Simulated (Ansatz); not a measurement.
`C[SiH]([AlH2])[GaH2]` + `C[CH2][AlH2]` → `C[CH2][AlH][AlH2]` + `C[SiH2][GaH2]` at 600 K and 1 bar (formal exchange of groups at the Al–Si bond).

Gas-phase electronic energies from Ansatz, PBE0-D4/def2-TZVP geometries. CBS: MP2 limit from def2 TZ/QZ plus the TZ coupled-cluster correction, frozen cores. For Ga outer-core shells are correlated without core-valence functions, which leaves a few kJ/mol of doubt a bond. Scalar relativity is left out up to krypton. Each species was taken in one conformer, which may not be the lowest.

```tsv
species	CCSD(T)/CBS energy (Eh)	H − E (kJ/mol)	S (J/(mol·K))
`C[SiH]([AlH2])[GaH2]`	-2497.87188	268.8	526.8
`C[CH2][AlH2]`	-322.31200	254.0	384.9
`C[CH2][AlH][AlH2]`	-564.91212	290.8	477.9
`C[SiH2][GaH2]`	-2255.26778	234.0	434.2
```

H − E and S are ideal-gas, rigid-rotor, harmonic terms from PBE0-D4/def2-TZVP, for one conformer and one mirror image of each species. 1 Eh = 2625.50 kJ/mol, R = 8.31446 J/(mol·K).

Question: By hand: ΔE, ΔH, ΔS and ΔG.

Answer: ΔE = (-564.91212) + (-2255.26778) − (-2497.87188) − (-322.31200) = 0.00398 Eh = 10.4 kJ/mol. Δ(H − E) = 290.8 + 234.0 − 268.8 − 254.0 = 2.0, so ΔH = 12.4 kJ/mol. ΔS = 477.9 + 434.2 − 526.8 − 384.9 = 0.4 J/(mol·K). ΔG = 12.4 − 600 × (0.4)/1000 = 12.2 kJ/mol.

Question: By hand: the equilibrium constant, and the temperature at which ΔG would vanish if ΔH and ΔS stayed fixed.

Answer: log₁₀ K = −ΔG/(RT ln 10) = -1.1. ΔG = 0 at ΔH/ΔS = 31000 K, far beyond where these terms or the molecules hold.

The number of gas molecules stays the same, so ΔS is small and ΔH decides. A doubt of 5 kJ/mol in ΔE shifts log₁₀ K by 0.4 here. Other conformers and mirror images would add mixing entropy, several J/(mol·K) or more a flexible species. Modes under 60 cm⁻¹, often nearly free rotors, make the harmonic entropy too high. These are equilibria of isolated gas molecules and say nothing of rates. Largest T1 diagnostic: 0.013 (customary marks: 0.02 for closed shells, 0.045 for open ones).
